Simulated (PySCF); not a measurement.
**Excitation energy of Si by level of theory**

Si [Ne] 3s2 3p2 (3P) → Si [Ne] 3s1 3p2 3d1 (high-spin determinant), as a difference of total energies. All numbers are calculated (PySCF 2.14, the spin-free X2C one-electron Hamiltonian (Gaussian nucleus), in dyall-acv3z). Correlated levels: valence: [Ne] frozen; valence and next inner shell: 1s2 frozen; virtual orbitals above 40 to 60 times the deepest correlated orbital energy dropped. The calculations carry no spin-orbit coupling.

| method | excitation energy (eV) |
| --- | --- |
| UHF | 10.197 |
| LDA | 11.318 |
| PBE | 11.196 |
| r2SCAN | 11.000 |
| M06-L | 11.373 |
| BLYP | 11.527 |
| TPSSh | 11.299 |
| MP2 (valence) | 11.257 |
| MP2 (valence and next inner shell) | 11.446 |
| SCS-MP2 (valence and next inner shell) | 11.825 |

**Question.** Estimate what PBE0 gives.

**Answer.** 11.238 eV, closest to MP2 (valence) among the rows shown.

**Question.** Estimate what SCS-MP2 (valence) gives.

**Answer.** 11.680 eV, closest to SCS-MP2 (valence and next inner shell) among the rows shown.

The upper state lies above the first ionisation limit, but in LS coupling its spin forbids autoionisation to the ground ion.

The promoted electron is Rydberg-like, and one or two diffuse shells describe it only roughly, which tends to raise the upper state.

The determinant of the upper state mixes LS terms, which raises its energy above the lowest term, most at the Hartree-Fock and MP2 levels.
